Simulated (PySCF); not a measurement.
**Excitation energy of Ti⁺ by level of theory**

Ti⁺ [Ar] 3d2 4s1 (4F) → Ti⁺ [Ar] 3d2 4p1 (high-spin determinant), as a difference of total energies. Calculation: PySCF 2.14, in aug-cc-pVTZ with one added diffuse shell each of s, p, d, f, g type (9s8p6d4f3g, 118 functions); the non-relativistic Hamiltonian (point nucleus). Correlated levels: valence: [Ar] frozen. The calculations carry no spin-orbit coupling.

| method | excitation energy (eV) |
| --- | --- |
| UHF | 3.524 |
| LDA | 3.731 |
| PBE | 3.595 |
| PBE0 | 3.581 |
| r2SCAN | 3.626 |
| BP86 | 3.594 |
| B97-3 | 3.506 |
| CAM-B3LYP | 3.716 |
| MP2 (valence) | 3.574 |
| SCS-MP2 (valence) | 3.541 |

Problem. How much does correlation contribute at MP2 (valence)?

Solution. 3.574 − (3.524) = 0.050 eV, measured against UHF.

A first-order spin-orbit estimate (lowest level to lowest level, LS coupling) adds -0.012 eV.

The determinant of the upper state mixes LS terms, which raises its energy above the lowest term, most at the Hartree-Fock and MP2 levels.
